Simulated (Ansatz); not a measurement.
The cluster Al4Sb4, relaxed as a singlet with RKS r2SCAN-D4/def2-SVP in Ansatz, starting from the GFN1-xTB geometry. Force threshold 0.02 eV/Å.

In the def2 sets Sb takes a core potential; there is no spin–orbit coupling. The restricted singlet is unstable towards broken spin symmetry in Hartree–Fock (as tested in another run); at r2SCAN-D4/def2-SVP this wasn't settled. Another isomer (singlet) lies 0.32 eV lower at PBE0-D4/def2-TZVP; other spin states weren't run for this one.

Start:

```xyz
8

Al   -0.4833   -0.1805    2.0344
Al    1.6958    0.1092   -2.0451
Al   -0.7516   -2.5942    1.3053
Al   -1.8452    1.4908    0.5788
Sb    1.7007   -1.1961    0.5141
Sb   -0.6559    1.7279   -1.8454
Sb   -0.7499   -0.9080   -0.8954
Sb    1.0893    1.5509    0.3532
```

```
        step  energy (eV)  largest force component (eV/Å)  SCF passes
           1  -52540.7350                           2.085          21
           2  -52541.3358                           0.792          30
           3  -52541.5387                           0.201          30
           4  -52541.6045                           0.192          23
5 (rejected)  -52541.6023                           0.182          23
           6  -52541.6194                           0.047          23
           7  -52541.6215                           0.038          23
           8  -52541.6221                           0.016          25
           9  -52541.6225                           0.008          25
```

Force components are those of the run's own axes.

End:

```xyz
8

Al   -0.504   -0.077    1.892
Al    1.764    0.006   -2.285
Al   -0.630   -2.573    1.473
Al   -2.128    1.473    0.517
Sb    1.655   -1.232    0.356
Sb   -0.427    1.825   -1.634
Sb   -0.940   -1.186   -0.959
Sb    1.211    1.764    0.639
```

Bonds lost: Al2–Sb8, Al4–Sb8 (atoms count from 1).

The force fell under the threshold at step 8, but the optimiser went on. No frequencies were taken in this run, so the end may be a saddle point.

Run time 73 s (4 threads of Arm Neoverse V1 on a shared host).
